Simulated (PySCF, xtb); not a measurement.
Sr(F)2 cation (F2Sr), SMILES [F][Sr][F] (connectivity only; charge and spin as stated), charge +1, multiplicity 2.

Harmonic wavenumbers (cm⁻¹) from GFN2-xTB in xtb at its own minimum, in rising order: 95, 218, 239.

### Question
What does PBE0-D3(BJ)/def2-TZVP (PySCF) give at its own minimum? (The exact figures need the calculation; the answer reports its results.)

### Answer
286, 340, 477. Paired by order, the mean absolute difference is 184 cm⁻¹ and the zero-point energies are 0.8 and 1.6 kcal/mol.
